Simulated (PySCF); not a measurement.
AuCl, SMILES [Cl][Au], multiplicity 1. Atoms are numbered in the order given.

```xyz
2

Au     0.0000     0.0000    -0.3947
Cl     0.0000     0.0000     1.8341
```
Charge 0, spin multiplicity 1.

Coordinates come from a PBE-D3(BJ)/def2-TZVPD optimisation. The multiplicity is an assumed one; other spin states were not compared. The def2 effective core potentials stand for the cores of Au; spin–orbit coupling is left out.

Vertical ionisation energy (IE) and electron affinity (EA) in eV. Rows of orbital energies are one-electron estimates. Where ΔSCF, EOM or ADC give a negative EA the extra electron is unbound and the value depends on the basis.

```tsv
level	IE	EA
−ε(HOMO), −ε(LUMO), PBE0/def2-TZVPD (PySCF)	8.03	3.83
−ε(HOMO), −ε(LUMO), B3LYP/def2-TZVPD (PySCF)	(withheld)	(withheld)
```

Q: What belongs in the gaps? (An estimate is asked for; the answer gives what the named calculation found.)

A: 
- −ε(HOMO), −ε(LUMO), B3LYP/def2-TZVPD (PySCF), IE: 7.84
- −ε(HOMO), −ε(LUMO), B3LYP/def2-TZVPD (PySCF), EA: 4.19
